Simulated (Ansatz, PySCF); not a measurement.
Gas-phase reaction in SMILES: [Cl][Tl] → [Cl][Tl] as triplet, charge 0 (to the triplet)

Property: adiabatic triplet-singlet gap, E(triplet) - E(singlet) (0 K, with zero-point energies), in eV. Conventions: def2 sets with scalar-relativistic core potentials past Kr; spin-orbit terms left out; UHF or UKS for open shells; LANL2DZ with its own core potentials from Na on; valence correlation only (noble-gas shells and the d and f shells of earlier blocks); six Cartesian d functions in 6-31G* and its kin unless marked 5d. First-principles rows: single points at B3LYP-D3(BJ) geometries (Ansatz, a program for electronic structure), with unscaled harmonic terms from B3LYP/6-31G* (LANL2DZ past Ar) at its own minima. Levels can end on unlike triplets.

| level | program | adiabatic triplet-singlet gap, E(triplet) - E(singlet) (0 K, with zero-point energies) (eV) |
|---|---|---|
| HF/6-31G* with LANL2DZ past Ar | Ansatz | 3.53 |
| SVWN5/6-31G* with LANL2DZ past Ar | Ansatz | 4.30 |
| PBE/def2-SVP | Ansatz | 4.08 |
| PBE/6-31G* with LANL2DZ past Ar | Ansatz | 4.16 |
| BLYP/6-31G* with LANL2DZ past Ar | Ansatz | 4.16 |
| BP86/6-31G* with LANL2DZ past Ar (5d) | PySCF | 4.16 |
| B3LYP/LANL2DZ | Ansatz | 4.14 |
| B3LYP/def2-SVP | Ansatz | 4.05 |
| B3LYP/6-31G* with LANL2DZ past Ar | Ansatz | 4.19 |
| PBE0/6-31G* with LANL2DZ past Ar | Ansatz | 4.15 |
| M06-2X/6-31G* with LANL2DZ past Ar (5d) | PySCF | 5.18 |
| MP2/LANL2DZ | Ansatz | 3.84 |
| MP2/6-31G* with LANL2DZ past Ar | Ansatz | 4.01 |
| B3LYP-D3(BJ)/def2-TZVPD | Ansatz + dftd3 | 4.13 |

No value to compare with is used here. The 13 habitual levels span 3.53 (HF/6-31G* with LANL2DZ past Ar) to 5.18 eV (M06-2X/6-31G* with LANL2DZ past Ar (5d)); B3LYP-D3(BJ)/def2-TZVPD gives 4.13.

The levels are drawn from those run, B3LYP/6-31G* more often than the rest, none by its result; runs whose electronic state is in doubt are left out.
